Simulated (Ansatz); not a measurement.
Cost and result for the atomization energy of C4H8Cl2F2Si2, SMILES `C[Si](C)(Cl)/C=C\[Si](F)(F)Cl` (18 atoms, 17 bonds).

```tsv
atom	x (Å)	y (Å)	z (Å)
C1	-0.306	1.975	-1.079
Si2	-0.276	1.089	0.554
C3	-1.783	0.044	0.856
Cl4	-0.219	2.524	2.053
C5	1.336	0.148	0.795
C6	1.718	-1.043	0.319
Si7	0.777	-2.155	-0.789
F8	1.775	-2.902	-1.759
F9	-0.237	-1.347	-1.702
Cl10	-0.289	-3.570	0.196
H11	0.573	2.612	-1.191
H12	-1.197	2.605	-1.151
H13	-0.322	1.254	-1.899
H14	-1.705	-0.484	1.809
H15	-1.936	-0.688	0.061
H16	-2.665	0.688	0.896
H17	2.051	0.669	1.433
H18	2.705	-1.417	0.597
```

Total charge 0; spin multiplicity 1. The structure was optimised at the PBE0-D4/def2-TZVP level. It is one conformer, not always the lowest. Program: Ansatz. All runs use 4 threads of an AMD EPYC 7R13 on a shared host and a share of an NVIDIA H100 80 GB. Times are those of one run each, without the atoms' runs, and a repeat can differ threefold. Electronic energies, without spin–orbit coupling; frozen cores. CCSD(T)/CBS adds CCSD(T) − MP2 in def2-TZVPP to the MP2 limit, and its time is that of the two runs behind it. T1 = 0.011; the RHF reference is unstable towards UHF. HSE06 is the plane-wave form, built on full-range PBE exchange.

CCSD(T)/CBS is a level of theory with its own doubt, some kJ/mol a heavy atom from the limit and from the frozen cores, so smaller differences don't rank the functionals.

```
                             level  functions  wall time
            LDA (SPW92)/def2-TZVPP        466      4.4 s
   PBE-D4/def2-TZVPP (with forces)        466      9.5 s
r2SCAN-D4/def2-TZVPP (with forces)        466      9.5 s
                 B97M-V/def2-TZVPP        466       11 s
                PBE0-D4/def2-TZVPP        466       12 s
               HSE06-D4/def2-TZVPP        466       13 s
                 B2PLYP/def2-TZVPP        466       22 s
                  CCSD(T)/def2-SVP        196       26 s
               PBE-QIDH/def2-TZVPP        466       26 s
  ωB97M-V/def2-TZVPP (with forces)        466       29 s
                    MP2/def2-QZVPP        862       36 s
                CCSD(T)/def2-TZVPP        466       97 s
                 CCSD(T)/CBS(def2)          –    2.2 min
```

Q: What atomization energy does each give, and how far from CCSD(T)/CBS? (Estimate.)

A: The calculation gave: 
```csv
level,atomization (kJ/mol),difference from CCSD(T)/CBS,per bond
LDA (SPW92)/def2-TZVPP,8321.8,981.7,57.7
PBE-D4/def2-TZVPP (with forces),7454.0,113.9,6.7
r2SCAN-D4/def2-TZVPP (with forces),7368.5,28.4,1.7
B97M-V/def2-TZVPP,7371.7,31.6,1.9
PBE0-D4/def2-TZVPP,7350.0,9.9,0.6
HSE06-D4/def2-TZVPP,7354.0,13.9,0.8
B2PLYP/def2-TZVPP,7231.9,-108.2,-6.4
CCSD(T)/def2-SVP,6882.2,-457.9,-26.9
PBE-QIDH/def2-TZVPP,7313.9,-26.2,-1.5
ωB97M-V/def2-TZVPP (with forces),7359.9,19.8,1.2
MP2/def2-QZVPP,7440.7,100.6,5.9
CCSD(T)/def2-TZVPP,7145.6,-194.5,-11.4
CCSD(T)/CBS(def2),7340.1,0.0,0.0
```

From PBE to PBE0 (25 % exact exchange), in def2-TZVPP and without D4, the atomization energy moves by −95.8 kJ/mol: exact exchange takes away binding that semilocal exchange gives to molecules. The D4 term adds +101.8 kJ/mol with B3LYP and +55.5 kJ/mol with PBE0; it sums over pairs of atoms, weighted by their polarisabilities, and B3LYP, whose exchange is more repulsive, gets the larger term. At CCSD(T), def2-SVP lies −457.9 kJ/mol from the extrapolated value and def2-TZVPP −194.6 kJ/mol: correlation converges slowly with the basis, and small sets miss more of it in the bonded molecule than in its fragments.

B3LYP here is the variant with VWN-RPA as its local correlation; programs differ in this.
